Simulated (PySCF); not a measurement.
Species: C3H9PSi.
SMILES with atom numbers: `[PH2:1][SiH2:2][CH:3]1[CH2:4][CH2:5]1` (hydrogens: H6, H7 on P1; H8, H9 on Si2; H10 on C3; H11, H12 on C4; H13, H14 on C5)

Jobs on this species (14 atoms, 56 electrons) with PySCF (density fitting). Hardware of each: one thread of an Arm Neoverse V2, shared host. The host was shared with other jobs, so the times are rough. Peak memory is the resident size of the whole Python process, interpreter and libraries included.

| level and settings | work | basis functions | SCF cycles | wall time | peak memory |
| --- | --- | --- | --- | --- | --- |
| delta-SCF UKS PBE, pcX-2 on the ionised atom, pcseg-1 elsewhere, spin-free X2C | ΔSCF core ionisation, 6 holes | 165 | ? | ? | ? |
| PBE0-D3(BJ)/def2-SVP, grid level 1 | geometry optimisation from a GFN2-xTB start shaken at random | 123 | ? | ? | ? |
| delta-SCF UKS PBE0, pcX-2 on the ionised atom, pcseg-1 elsewhere, spin-free X2C | ΔSCF core ionisation, 6 holes | 165 | 74 | 42 s | 0.67 GiB |
| delta-SCF UKS HF, pcX-2 on the ionised atom, pcseg-1 elsewhere, spin-free X2C | ΔSCF core ionisation, 6 holes | 165 | 75 | 26 s | 0.62 GiB |
| delta-SCF UKS SCAN, pcX-2 on the ionised atom, pcseg-1 elsewhere, non-relativistic | ΔSCF core ionisation, 6 holes | 165 | 85 | 38 s | 0.54 GiB |
| delta-SCF UKS B3LYP, pcX-2 on the ionised atom, pcseg-1 elsewhere, spin-free X2C | ΔSCF core ionisation, 6 holes | 165 | 77 | 44 s | 0.66 GiB |
| delta-SCF UKS SCAN, pcX-2 on the ionised atom, pcseg-1 elsewhere, spin-free X2C | ΔSCF core ionisation, 6 holes | 165 | 86 | 39 s | 0.56 GiB |
| delta-SCF UKS SCAN, def2-TZVP on the ionised atom, pcseg-1 elsewhere, spin-free X2C | ΔSCF core ionisation, 6 holes | 142 | 86 | 36 s | 0.47 GiB |
| delta-SCF UKS SCAN, pcX-1 on the ionised atom, pcseg-1 elsewhere, spin-free X2C | ΔSCF core ionisation, 6 holes | 145 | 87 | 32 s | 0.46 GiB |

Question: Fill in the missing figures.

Answer: 
- delta-SCF UKS PBE, pcX-2 on the ionised atom, pcseg-1 elsewhere, spin-free X2C; ΔSCF core ionisation, 6 holes: 23 s, 0.54 GiB, 85 SCF cycles
- PBE0-D3(BJ)/def2-SVP, grid level 1; geometry optimisation from a GFN2-xTB start shaken at random: 21 s, 0.53 GiB, 25 SCF cycles

Question: What do all jobs in the table cost together?

Answer: About 5.0 min; the longest takes about 15 % of that, and about 2.1 times as long as the shortest.
